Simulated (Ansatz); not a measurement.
C$_{3}$H$_{8}$GeO$_{2}$, SMILES `CC(C)[O][Ge][OH]` at its PBE0-D4/def2-TZVP geometry, where that method's forces vanish. Charge 0, multiplicity 1.

```json
{"atom": "C1", "x (Å)": "0.281", "y (Å)": "0.688", "z (Å)": "1.132"}
{"atom": "C2", "x (Å)": "-0.217", "y (Å)": "-0.134", "z (Å)": "-0.043"}
{"atom": "C3", "x (Å)": "-1.693", "y (Å)": "-0.455", "z (Å)": "0.069"}
{"atom": "O4", "x (Å)": "-0.009", "y (Å)": "0.573", "z (Å)": "-1.250"}
{"atom": "Ge5", "x (Å)": "1.426", "y (Å)": "0.616", "z (Å)": "-2.315"}
{"atom": "O6", "x (Å)": "2.578", "y (Å)": "-0.456", "z (Å)": "-1.460"}
{"atom": "H7", "x (Å)": "1.349", "y (Å)": "0.898", "z (Å)": "1.041"}
{"atom": "H8", "x (Å)": "-0.251", "y (Å)": "1.642", "z (Å)": "1.169"}
{"atom": "H9", "x (Å)": "0.115", "y (Å)": "0.161", "z (Å)": "2.075"}
{"atom": "H10", "x (Å)": "0.334", "y (Å)": "-1.088", "z (Å)": "-0.068"}
{"atom": "H11", "x (Å)": "-1.899", "y (Å)": "-1.026", "z (Å)": "0.977"}
{"atom": "H12", "x (Å)": "-2.275", "y (Å)": "0.469", "z (Å)": "0.098"}
{"atom": "H13", "x (Å)": "-2.023", "y (Å)": "-1.039", "z (Å)": "-0.792"}
{"atom": "H14", "x (Å)": "2.285", "y (Å)": "-0.850", "z (Å)": "-0.633"}
```

(1) For each bond, give half the difference of the two atoms' forces along it (eV/Å; positive pushes the atoms apart) under PBE-D4, r2SCAN-D4, B3LYP-D4, ωB97M-V in def2-TZVPP. (Best estimate.)

Results:

(1) Ansatz gave: 
```tsv
bond	length (Å)	PBE-D4	r2SCAN-D4	B3LYP-D4	ωB97M-V
C1–C2	1.517	-0.01	0.05	0.13	0.10
C1–H7	1.093	0.08	-0.04	-0.08	-0.06
C1–H8	1.093	0.11	-0.03	-0.06	-0.07
C1–H9	1.093	0.09	-0.03	-0.06	-0.07
C2–C3	1.515	0.00	0.05	0.10	0.10
C2–O4	1.415	0.22	0.28	0.19	0.19
C2–H10	1.102	0.09	-0.08	-0.15	-0.17
C3–H11	1.093	0.09	-0.03	-0.06	-0.07
C3–H12	1.093	0.11	-0.03	-0.06	-0.07
C3–H13	1.091	0.09	-0.04	-0.07	-0.07
O4–Ge5	1.788	0.37	-0.02	0.16	-0.02
Ge5–O6	1.791	0.42	0.05	0.30	0.06
O6–H14	0.962	0.38	0.04	-0.06	-0.09
```

B3LYP here is the variant with VWN-RPA as its local correlation; programs differ in this.
